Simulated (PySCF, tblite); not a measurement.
Isomers of C4H7F2OS (doublet state). Calculated harmonic vibrations of the isolated species, GFN2-xTB (tblite), most abundant isotopes, no scaling. Errors from tens to a few hundred cm⁻¹ against measured bands are possible. Modes of hydrogen on sulfur can be 10 to 20 % off. One conformer each. Open shells enter through the occupations alone, without spin polarisation, and single modes of such species can be off by tens of per cent.

Electronic energies: B3LYP/pcH-1 single points on the GFN2-xTB geometries (PySCF, gas phase).

```json
{"SMILES": "[CH2]COC(F)(F)CS", "electronic energy, lowest = 0 (kcal/mol)": "9.8"}
{"SMILES": "CCOC(F)(F)[CH]S", "electronic energy, lowest = 0 (kcal/mol)": "0.0"}
{"SMILES": "C[CH]OC(F)(F)CS", "electronic energy, lowest = 0 (kcal/mol)": "4.5"}
```

Question: How do GFN2-xTB zero-point energies change the relative energies?

Answer: 
```
          SMILES  ZPE (kcal/mol)  of it from modes above 1550 cm⁻¹  electronic (kcal/mol)  with ZPE, lowest = 0 (kcal/mol)  lowest mode (cm⁻¹)  rings
 CCOC(F)(F)[CH]S            64.4                              29.5                    0.0                              0.0                  29      0
 C[CH]OC(F)(F)CS            63.6                              29.3                    4.5                              3.7                  41      0
[CH2]COC(F)(F)CS            62.8                              29.2                    9.8                              8.3                  49      0
```

The zero-point energies span 1.6 kcal/mol, from `[CH2]COC(F)(F)CS` to `CCOC(F)(F)[CH]S`. The order is unchanged.

Question: And how do the electronic energies of GFN2-xTB itself compare?

Answer: `CCOC(F)(F)[CH]S` 0.0; `C[CH]OC(F)(F)CS` 9.7; `[CH2]COC(F)(F)CS` 17.7 kcal/mol, lowest = 0. Against the energies above, taken from the same isomer `CCOC(F)(F)[CH]S`, the largest difference is 7.9 kcal/mol.

Question: What do entropy and thermal enthalpy add at 298.15 K and 1 bar (rigid rotor, harmonic oscillator, one conformer each)?

Answer: 
| SMILES | point group | symmetry number | S (cal/(mol K)) | H − H(0) (kcal/mol) | ZPE + H − H(0) − TS (kcal/mol) |
| --- | --- | --- | --- | --- | --- |
| CCOC(F)(F)[CH]S | C1 | 1 | 103.2 | 7.05 | 40.6 |
| C[CH]OC(F)(F)CS | C1 | 1 | 103.1 | 7.14 | 40.0 |
| [CH2]COC(F)(F)CS | C1 | 1 | 101.9 | 7.07 | 39.5 |

S holds R ln(2S + 1) for the spin.
